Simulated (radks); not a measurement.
Species: P9+. Configuration: [He] 2s2 2p2. All-electron calculation, Dirac Kohn-Sham, PBE, spin-unpolarised, spherical densities, finite nucleus; open shells fill j = l - 1/2 first; Fermi nuclear charge, rms radius 3.1889 fm. Program: a radial shooting solver on a logarithmic mesh with Libxc functionals. Some entries of the table are withheld. Estimate them.

| orbital | occ. | eigenvalue (eV) | <1/r> (bohr^-1) | r(max) (bohr) |
|---|---|---|---|---|
| 1s1/2 | 2 | -2419.995 | 14.69 | (1) |
| 2s1/2 | 2 | -433.1720 | (2) | 0.3921 |
| 2p1/2 | 2 | -394.8866 | 3.110 | 0.3192 |
| 2p3/2 | 0 | -393.6072 | 3.093 | 0.3206 |

Answer. 
(1) 1s1/2 r(max) (bohr): 0.06756
(2) 2s1/2 <1/r> (bohr^-1): 3.179
